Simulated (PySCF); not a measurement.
HOS, SMILES [O]S, multiplicity 2.

Coordinates come from a r2SCAN-D4/def2-TZVPD optimisation.

Level of theory: r2SCAN-D4/def2-TZVPD run with PySCF 2.14.0.

Frequencies are harmonic and unscaled.

### Question
List the normal modes with their intensities. (The exact figures need the calculation; the answer reports its results.)

### Answer

```tsv
mode	ν (cm⁻¹)	IR (km/mol)	moving atoms (share of kinetic energy)
1	1025	12.8	H 45 %, O 30 %, S 25 %
2	1097	19.9	H 45 %, O 42 %, S 13 %
3	2391	62.6	H 97 %
```
